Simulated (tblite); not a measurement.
CHN, triplet, at a GFN2-xTB geometry (a higher spin typed on purpose: for a closed-shell molecule this is an excited state); tblite with GFN1-xTB.

The tblite input:
```
$ tblite run mol.xyz --method gfn1 --charge 0 --spin 2 --efield 0,0,0.1 --json tblite.json --no-restart

# file mol.xyz
3

C     -0.45270886     0.35757152    -0.08821317
N      0.58114433    -0.25990983     0.07503626
H     -1.35175721    -0.32606026     0.00402514
```

Output, abridged:

```
xTB calculator
 | screened Coulomb repulsion
 | Coulomb electrostatics
 |  * isotropic Klopman-Ohno-Mataga-Nishimoto electrostatics
 |  * onsite third-order electrostatics
 | DFT-D3(BJ) dispersion correction
 | Interactions (1)
 | [1] electric field

halogen bonding energy    0.0000000000000E+00 Eh
repulsion energy          7.1553494274431E-02 Eh
dispersion energy        -3.1716500887686E-04 Eh
interaction energy        0.0000000000000E+00 Eh
number of electrons       1.0000000000000E+01 e
integral cutoff           1.9731147476801E+01 bohr

------------------------------------------------------------
  cycle        total energy    energy error   density error
------------------------------------------------------------
      1     -5.501887420527  -5.5731237E+00   3.8658966E-01
      2     -5.558755215181  -5.6867795E-02   2.6838391E-01
      3     -5.592669908963  -3.3914694E-02   1.3280032E-01
      4     -5.594912489811  -2.2425808E-03   1.3960957E-02
      5     -5.595022266699  -1.0977689E-04   5.9690866E-04
      6     -5.595022186795   7.9904241E-08   3.2408891E-04
      7     -5.595022270821  -8.4025876E-08   5.3618354E-05
      8     -5.595022273251  -2.4298821E-09   3.7602774E-06
------------------------------------------------------------

electronic energy        -5.6662586025165E+00 Eh
total energy             -5.5950222732510E+00 Eh

Post processing:
 | Mayer-Wiberg bond orders

[Info] JSON dump of results written to 'tblite.json'
```
